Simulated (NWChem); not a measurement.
System: C$_{3}$H$_{7}$N; SMILES C(C=C)N

Here is an NWChem input.

```
start job
memory heap 200 mb stack 900 mb global 1100 mb
geometry units angstroms noautoz
  C      0.031130     1.848140    -0.244066
  C      0.278157     0.688602     0.366375
  C     -0.534121    -0.565001     0.186789
  N      0.342231    -1.688657    -0.174217
  H     -0.802658     1.963775    -0.934448
  H      0.644845     2.728889    -0.074402
  H      1.127624     0.593554     1.042562
  H     -1.010148    -0.825418     1.143321
  H     -1.352218    -0.370062    -0.529950
  H      0.727104    -1.531676    -1.104459
  H     -0.200811    -2.548834    -0.226298
end
basis spherical
  C library 6-311++g**
  N library 6-311++g**
  H library 6-311++g**
end
dft
  xc xpbe96 cpbe96
  iterations 150
  mulliken
end
task dft energy
```

The geometry was optimised at B3LYP/6-31G* (spherical d).

Task: What results follow from this input? (PBE/6-311++G** (spherical d).) Quantities: basis functions; energy (Ha); highest occupied level (eV); orbital gap (eV); dipole (D).

Result: 
| Quantity | Value |
|---|---|
| number of basis functions | 137 |
| energy (Ha) | -173.07 |
| highest occupied level (eV) | -5.59 |
| orbital gap (eV) | 4.59 |
| dipole (D) | 1.34 |
